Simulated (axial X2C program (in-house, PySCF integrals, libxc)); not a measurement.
Working with the constants of SnCl

A bond curve at the CCSD(T) level, with spin–orbit coupling, was computed with an in-house all-electron X2C program for linear molecules (integrals from PySCF) (basis Sn dyall-cv3z [11s12p9d4f1g], Cl dyall-av3z [9s8p3d2f] (cores contracted in-house)) for the state Ω = 1/2 (⟨Sz⟩ = -0.50, ⟨Lz⟩ = 1.00 at HF). Its fit gives Re = 2.3972 Å, ωe = 340.2 cm⁻¹, ωexe = 1.02 cm⁻¹ and αe = 4.718e-04 cm⁻¹; the masses are 119.9022 and 34.9689 u. Two-component means X2C with spin–orbit coupling and atomic mean-field Coulomb and Gaunt terms.

Correlated methods: 11 electrons correlated (number of frozen shells: Sn 4 s, 3 p, 2 d; Cl 2 s, 1 p), 257 virtual spin orbitals or spinors in MP2, 90 natural virtuals in coupled cluster.

Task: Find the reduced mass, Be and the force constant.

Result: From the CCSD(T) values: μ = 27.0731 u. Be = 16.8576/(μ Re²) = 0.1084 cm⁻¹. k = 5.8918×10⁻⁷ μ ωe² = 1.85 mdyn/Å.

Task: A Morse curve ties αe to the other constants (Pekeris). How well does that hold?

Result: αe(Morse) = 6Be²/ωe × (√(ωexe/Be) − 1) = 4.282e-04 cm⁻¹; the CCSD(T) curve gives 4.718e-04 cm⁻¹, a ratio of 0.91.

Task: Where do the fundamental and the first overtone lie?

Result: ν(1←0) = ωe − 2ωexe = 338.2 cm⁻¹; ν(2←0) = 2ωe − 6ωexe = 674.3 cm⁻¹.

Task: Estimate the centrifugal constant by the Kratzer relation.

Result: D = 4Be³/ωe² = 4.40e-08 cm⁻¹.

One determinant describes the state; a PBE0 search over occupations chose it and may have missed a lower one. Coupled cluster ran in a truncated set of natural virtual spinors; the MP2 energy of the rest was added. (T) has no such correction and the atoms are truncated less, which lowers De at CCSD(T) by a hundredth of an eV or more. With the outer-core shells frozen, correlated bond lengths of heavy atoms tend to come out a few hundredths of an ångström too long.
